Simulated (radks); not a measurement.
Numerical settings for the bromine ion Br+, [Ar] 3d10 4s2 4p4. All-electron calculation, scalar-relativistic Kohn-Sham, LDA (Slater exchange, Perdew-Wang correlation), spin-polarised, spherical densities, finite nucleus; open shells are filled with parallel spins first; Fermi nuclear charge, rms radius 4.1629 fm. Program: a radial shooting solver on a logarithmic mesh with Libxc functionals. The defaults (mesh step 0.008 in ln r, mesh end at 40 bohr or more with all orbitals vanishing there, Anderson mixing 0.5 over 9 steps, residual threshold near 1e-9 with the energy settled to 1e-9 hartree or 1e-11 of itself, here a cap of 60 iterations) give E = -2602.6560 hartree and 4p at -16.757 eV in 15 iterations. Run on one thread of a shared host, so times are rough (Arm Neoverse V1): 0.17 s of CPU time, 0.17 s wall, 15 iterations on 2259 mesh points. Changes against that run (0 stands for a change within the tolerance of the run):

setting                     iterations         converged  E (mhartree)  e(4p) (meV)  CPU (s)
mesh step in ln r 0.003             15               yes             0            0     0.44
mesh step in ln r 0.03              15               yes      +0.00037            0     0.06
mesh step in ln r 0.012             15               yes             0            0     0.12
mesh end (bohr) 1                   13  level above zero     +1.37e+05    +6.14e+05     0.12
mesh end (bohr) 2                   14  level above zero     +7.74e+03    +5.76e+04     0.13
residual threshold 1e-13            21               yes             0            0     0.21
residual threshold 1e-05            11               yes             0     +0.00594     0.14
mixing 1                            11               yes             0            0     0.14
linear mixing, mixing 0.05          60                no         +1.54         -309     0.63
linear mixing, mixing 0.2           60                no             0     -0.00796     0.55
mixing history 20                   21               yes             0            0     0.22
iteration cap 3                      3                no         +17.1    -1.09e+03     0.05

Settled on a wrong energy, with an occupied level pushed above zero by the early mesh end: mesh end (bohr) 1 (+137 hartree); mesh end (bohr) 2 (+7.74 hartree). Apart from these: no run marked as converged misses the energy by more than 1 mhartree. A mesh that ends early acts as a hard wall.
